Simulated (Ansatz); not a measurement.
C₂H₆Cl₂NSc (`C[N](C)[Sc]([Cl])[Cl]`). The species carries charge 0 and has multiplicity 1.

Z-matrix (Å, degrees):
```
C
Sc 1 2.993
N 1 1.446 2 32.6
H 1 1.099 2 123.9 3 -76.2
H 1 1.093 2 78.4 3 180.0
H 1 1.099 2 123.9 3 76.2
Cl 2 2.312 1 140.3 3 0.4
Cl 2 2.312 1 92.9 3 -179.7
C 2 2.994 1 47.4 3 0.0
H 9 1.093 2 78.4 1 180.0
H 9 1.099 2 123.9 1 -76.2
H 9 1.099 2 123.9 1 76.2
```

(1) List the harmonic frequencies (cm⁻¹, unscaled) at PBE0-D4/def2-TZVP in Ansatz. (Best estimate.)

(2) Is this a minimum?

(3) Give the ideal-gas thermochemistry at 298.15 K and 1 bar (rigid rotor, harmonic oscillator; point group C2v, symmetry number 2).

## Answers

(1) Computed: 53, 63, 89, 90, 130, 219, 245, 297, 302, 369, 467, 589, 991, 1083, 1096, 1150, 1196, 1289, 1436, 1462, 1468, 1480, 1490, 1510, 2986, 2990, 3032, 3039, 3104, 3104.

(2) Yes, all 30 modes are real.

(3) Zero-point energy 220.2 kJ/mol; H(298) − E = 247.5 kJ/mol; entropy 411.0 J/(mol·K), of which translation 172.1, rotation 118.9, vibration 119.9; G(298) − E = 125.0 kJ/mol. Modes under 100 cm⁻¹ are hindered rotations or soft bends, so the harmonic entropy is rough.
